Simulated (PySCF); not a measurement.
In(Cl)(vinyl)2 (C4H6ClIn), SMILES C=[CH][In]([Cl])[CH]=C.

Coordinates come from a PBE-D3(BJ)/def2-SVP optimisation. The def2 effective core potentials stand for the cores of In; spin–orbit coupling is left out. One conformer was computed; it need not be the lowest.

Method: ωB97X/def2-TZVP run with PySCF.

The total energy is -806.41899 hartree and the point group is Cs. The highest occupied level comes out as -10.08 eV and the lowest empty level comes out as -0.05 eV. The orbital gap comes out as 10.02 eV and the dipole moment is 3.82 D. The quadrupole, principal values (traceless, Buckingham form, about the centre of nuclear charge) is -6.34, -1.19, 7.53 D·Å and the mean static polarisability is 96.8 bohr³ (14.35 Å³). The polarisability, principal values is 58.3, 98.1, 134.1 bohr³.
